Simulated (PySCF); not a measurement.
C4H4OSe, SMILES [SeH]c1ccoc1.

The structure is a stationary point at PBE-D3(BJ)/def2-SVP. The values are those of a single conformer.

All values below come from M06-2X/def2-TZVP (PySCF).

The molecule is in vacuum.

```
Item                                                                                                            Value
---------------------------------------------------------------------------------------------  ----------------------
total energy                                                                                      -2631.58859 hartree
highest occupied level                                                                                       -7.77 eV
lowest empty level                                                                                            0.67 eV
orbital gap                                                                                                   8.44 eV
dipole moment                                                                                                  1.01 D
quadrupole, principal values (traceless, Buckingham form, about the centre of nuclear charge)   -5.48, 0.57, 4.91 D·Å
mean static polarisability                                                                      71.6 bohr³ (10.61 Å³)
polarisability, principal values                                                               49.9, 69.9, 95.1 bohr³
```
